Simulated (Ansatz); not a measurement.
cyclo-(H2SnO)2 (Sn2O2H4), 8 atoms. Hardware: 4 threads of Arm Neoverse V2 on a shared host.

In the def2 sets Sn takes a core potential; there is no spin–orbit coupling. Correlated methods freeze 10 core orbitals; core or outer-core shells of Sn are correlated, in sets that lack core-valence functions.

Problem. How many basis functions does each of these Ansatz runs have, and roughly what does it cost? CAM-B3LYP-D4/def2-TZVP, charge 0 singlet, energy, from earlier orbitals; PBE0-D4/def2-TZVP, charge 0 singlet, energy, from earlier orbitals; PBE0-D4/def2-SVP, charge 0 singlet, energy with a search over starts; B3LYP-D4/def2-SVP, charge 0 singlet, relaxation, 5 steps; BLYP-D4/def2-TZVP, charge 0 singlet, energy, from earlier orbitals; PBE0-D4/def2-SVP, charge 1 doublet at the geometry of the charge 0 singlet, energy with a search over starts; B3LYP-D4/def2-SVP, charge 0 singlet, frequencies; HF/def2-TZVP, charge 0 singlet, energy, from earlier orbitals; RPA@PBE/def2-TZVP, charge 0 singlet, energy, from earlier orbitals; PBE-D4/def2-TZVP, charge 1 doublet at the geometry of the charge 0 singlet, energy, from earlier orbitals; LDA (SPW92)/def2-TZVP, charge 0 singlet, energy, from earlier orbitals; LC-ωPBE/def2-TZVP, charge 0 singlet, energy, from earlier orbitals.

Solution. Other jobs shared the machine, so times can vary by a factor of up to 3. A dash marks memory too small to be measured apart from the calling script's.

```
                                                                                                         run  functions  fitting or Cholesky vectors  wall time  peak host memory (GiB)
                                      LDA (SPW92)/def2-TZVP, charge 0 singlet, energy, from earlier orbitals        186                         1254        1 s                       –
                                               HF/def2-TZVP, charge 0 singlet, energy, from earlier orbitals        186                         1596      1.3 s                       –
                                        PBE0-D4/def2-SVP, charge 0 singlet, energy with a search over starts        100                         1140      1.6 s                       –
                                          BLYP-D4/def2-TZVP, charge 0 singlet, energy, from earlier orbitals        186                         1254      1.8 s                       –
                                          LC-ωPBE/def2-TZVP, charge 0 singlet, energy, from earlier orbitals        186                         1254      2.1 s                       –
                                          PBE0-D4/def2-TZVP, charge 0 singlet, energy, from earlier orbitals        186                         1400      2.5 s                       –
                                     CAM-B3LYP-D4/def2-TZVP, charge 0 singlet, energy, from earlier orbitals        186                         1342      2.7 s                       –
                                          RPA@PBE/def2-TZVP, charge 0 singlet, energy, from earlier orbitals        186                         1556      4.4 s                       –
   PBE-D4/def2-TZVP, charge 1 doublet at the geometry of the charge 0 singlet, energy, from earlier orbitals        186                         1254      4.7 s                       –
                                                    B3LYP-D4/def2-SVP, charge 0 singlet, relaxation, 5 steps        100                         1228       10 s                       –
PBE0-D4/def2-SVP, charge 1 doublet at the geometry of the charge 0 singlet, energy with a search over starts        100                         1140       13 s                       –
                                                            B3LYP-D4/def2-SVP, charge 0 singlet, frequencies        100                         1228       55 s                       –
```
